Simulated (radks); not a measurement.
Question: Species: P2+. Configuration: [He] 2s2 2p5.5 3s2 3p1 3d0.5 (fractional occupations, a model configuration). Method: non-relativistic Kohn-Sham, r2SCAN, spin-polarised, spherical densities, point nucleus; open shells are filled with parallel spins first; meta-GGA in the generalised Kohn-Sham scheme; computed with a radial shooting solver on a logarithmic mesh with Libxc functionals. Some entries of the table are withheld. Estimate them.

| orbital | occ. | eigenvalue (hartree) | <1/r> (bohr^-1) | <r^2> (bohr^2) |
|---|---|---|---|---|
| 1s up | 1 | -78.40756 | 14.56 | 0.01454 |
| 1s down | 1 | -78.35640 | 14.57 | 0.01452 |
| 2s up | 1 | -7.86269 | 2.864 | 0.3115 |
| 2s down | 1 | -7.77929 | 2.854 | 0.3128 |
| 2p up | 3 | -6.04272 | (1) | 0.2798 |
| 2p down | 2.5 | -5.94135 | (2) | 0.2820 |
| 3s up | 1 | -1.40035 | 0.8080 | 3.258 |
| 3s down | 1 | -1.30737 | 0.8052 | 3.292 |
| 3p up | 1 | -1.01320 | 0.7169 | (3) |
| 3p down | 0 | -0.92217 | 0.7156 | (4) |
| 3d up | 0.5 | -0.49364 | 0.5139 | 6.933 |
| 3d down | 0 | -0.39662 | 0.5396 | 5.984 |

Answer: 
(1) 2p up <1/r> (bohr^-1): 2.758
(2) 2p down <1/r> (bohr^-1): 2.749
(3) 3p up <r^2> (bohr^2): 4.037
(4) 3p down <r^2> (bohr^2): 4.052
